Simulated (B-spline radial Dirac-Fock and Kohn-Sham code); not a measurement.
Compton profile of Os²¹⁺

System: Os²¹⁺ in the configuration [Kr] 4d10 4f9.

The computed values come from a radial B-spline solver: the impulse approximation on configuration-average Dirac-Fock orbitals. pz is in atomic units of momentum; subshell profiles are per electron, for a selection of subshells; open shells are spread over both j values by their weights.

```
  pz   J total   J 3s1/2   J 3d5/2   J 4f7/2
   0     3.211    0.0765    0.0319    0.0632
0.44     3.202    0.0761    0.0319    0.0632
0.64     3.193    0.0756    0.0319    0.0632
0.92     3.174    0.0747    0.0319    0.0632
 1.3     3.135    0.0729    0.0319    0.0632
 1.9     3.046    0.0690    0.0319    0.0632
 2.8     2.838    0.0612    0.0319    0.0626
 4.1     2.393    0.0477    0.0318    0.0586
 5.9     1.694    0.0294    0.0312    0.0445
 8.5     1.006    0.0124    0.0285    0.0219
  12    0.5853   0.00607    0.0216   0.00675
  18    0.2759   0.00525   0.00948  0.000848
  26    0.1201   0.00182   0.00237  6.85e-05
  38   0.04463  0.000238  0.000296  2.97e-06
  54   0.01657  0.000180  2.62e-05    < 1e-6
  79  0.005311  9.56e-05  1.29e-06    < 1e-6
 110  0.001776  3.34e-05    < 1e-6    < 1e-6
```

J(0) = 3.211. The 4d5/2 subshell gives the largest part, 15 %.

Mean momentum ⟨p⟩ by subshell (a.u.): 1s1/2 80.2, 2s1/2 28.7, 2p1/2 37.7, 2p3/2 33.1, 3s1/2 14.5, 3p1/2 17.3, 3p3/2 15.9, 3d3/2 19.1, 3d5/2 18.6, 4s1/2 7.64, 4p1/2 8.60, 4p3/2 8.06, 4d3/2 8.98, 4d5/2 8.79, 4f5/2 9.41, 4f7/2 9.32.
